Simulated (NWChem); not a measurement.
System meant: SnH3I; SMILES [I][SnH3]

Input file for NWChem:

```
start job
memory heap 200 mb stack 900 mb global 1100 mb
geometry units angstroms noautoz
  Sn     0.000000     0.000000    -1.320384
  I      0.000000     0.000000     1.380356
  H      1.154821     1.154821    -1.817656
  H      0.422694    -1.577515    -1.817656
  H     -1.577515     0.422694    -1.817656
end
basis spherical
  Sn library def2-svp
  I library def2-svp
  H library def2-svp
end
dft
  xc pbe0
  iterations 150
  mulliken
end
task dft energy
```

End of the output:

```
             Grid Information
             ----------------
          Grid used for XC integration:  medium
          Radial quadrature: Mura-Knowles
          Angular quadrature: Lebedev.
          Tag              B.-S. Rad. Rad. Pts. Rad. Cut. Ang. Pts.
          ---              ---------- --------- --------- ---------
          Sn                  1.45      123          10.0       590
          I                   1.40      123          10.0       590
          H                   0.35       45          10.0       434
          Grid pruning is: on
          Number of quadrature shells:   291
          Spatial weights used:  Erf1

          Convergence Information
          -----------------------
          Convergence aids based upon iterative change in
          total energy or number of iterations.
          Levelshifting, if invoked, occurs when the
          HOMO/LUMO gap drops below (HL_TOL):  1.00D-02
          DIIS, if invoked, will attempt to extrapolate
          using up to (NFOCK): 10 stored Fock matrices.

                    Damping( 0%)  Levelshifting(0.5)       DIIS
                  --------------- ------------------- ---------------
          dE  on:    start            ASAP                start
          dE off:    2 iters        150 iters           150 iters

      Screening Tolerance Information
      -------------------------------
          Density screening/tol_rho:  1.00D-10
          AO Gaussian exp screening on grid/accAOfunc:  14
          CD Gaussian exp screening on grid/accCDfunc:  20
          XC Gaussian exp screening on grid/accXCfunc:  20
          Schwarz screening/accCoul:  1.00D-08

      Superposition of Atomic Density Guess
      -------------------------------------

      charge =      50.0 Sn (Tin)

      symmetry species            s     p     d     f
      number of basis functions =10     7     6
      number of cont. functions = 4     4     2
      number of closed shells   = 5     3     2
      number of open shells     = 0     1     0
      open shell occupation     = 0     2     0
 ------------------------------------------------------------------------
 atomscf:atomd: error in atom scf                   0
 ------------------------------------------------------------------------
 ------------------------------------------------------------------------
  current input line :
    20: task dft energy
 ------------------------------------------------------------------------
 ------------------------------------------------------------------------
 This error has not yet been assigned to a category
 ------------------------------------------------------------------------
 For more information see the NWChem manual at https://nwchemgit.github.io

0:atomscf:atomd: error in atom scf:Received an Error in Communication
```

Question: Find the fault in this run and fix the input.

Answer: The program stopped with an error. Cause: the def2 basis of a heavy element holds valence functions alone and wants its effective core potential (without it all electrons must fit into that basis). This input runs:
```
start job
memory heap 200 mb stack 900 mb global 1100 mb
geometry units angstroms noautoz
  Sn     0.000000     0.000000    -1.320384
  I      0.000000     0.000000     1.380356
  H      1.154821     1.154821    -1.817656
  H      0.422694    -1.577515    -1.817656
  H     -1.577515     0.422694    -1.817656
end
basis spherical
  * library def2-svp
end
ecp
  Sn library def2-ecp
  I library def2-ecp
end
dft
  xc pbe0
  iterations 150
  mulliken
end
task dft energy
```
It converges to -513.82847 Ha (PBE0/def2-SVP with def2 effective core potentials on Sn, I).
